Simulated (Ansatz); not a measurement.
Vertical singlet–triplet gap (eV) of eight halogen compounds: PBE beside PBE0, computed with Ansatz (a program for electronic structure) for isolated molecules in the bases named; differences from unrounded values. The eight are the first of their class met in an unordered collection, after screening for sound electronic states; none was chosen by its value. Functionals give these values as differences of separate SCF runs (ΔSCF), EOM-CCSD as a root; each molecule has one DFT geometry for both levels.

```json
[
 {"molecule": "C4H2ClF, SMILES C(/F)=C(\\Cl)C#C", "basis": "def2-SVPD", "PBE0": "3.26", "PBE": "3.25", "difference": "-0.01"},
 {"molecule": "2-bromopropane (C3H7Br), SMILES CC(C)Br", "basis": "def2-SVPD", "PBE0": "5.45", "PBE": "5.34", "difference": "-0.12"},
 {"molecule": "2-bromobut-1-en-3-yne (C4H3Br), SMILES C#CC(=C)Br", "basis": "def2-SVPD", "PBE0": "3.20", "PBE": "3.21", "difference": "0.01"},
 {"molecule": "Se(Br)(Me) (CH₃BrSe), SMILES C[Se]Br", "basis": "def2-SVPD", "PBE0": "1.86", "PBE": "1.80", "difference": "-0.07"},
 {"molecule": "C4H2BrF, SMILES C#C/C(F)=C\\Br", "basis": "def2-SVPD", "PBE0": "3.14", "PBE": "3.13", "difference": "-0.01"},
 {"molecule": "C₄H₄F₂, SMILES C=C(F)/C=C\\F", "basis": "def2-SVPD", "PBE0": "3.15", "PBE": "3.14", "difference": "-0.01"},
 {"molecule": "3-bromo-1,1-difluoropropa-1,2-diene (C₃HBrF₂), SMILES FC(F)=C=CBr", "basis": "def2-SVPD", "PBE0": "3.93", "PBE": "3.97", "difference": "0.04"},
 {"molecule": "C5H5F, SMILES C1=CC=C(C1)F", "basis": "def2-SVPD", "PBE0": "3.03", "PBE": "3.05", "difference": "0.02"}
]
```

PBE lies below PBE0 in 5 and above it in 3 of the eight; the mean signed difference is -0.02 and the largest -0.12 eV.
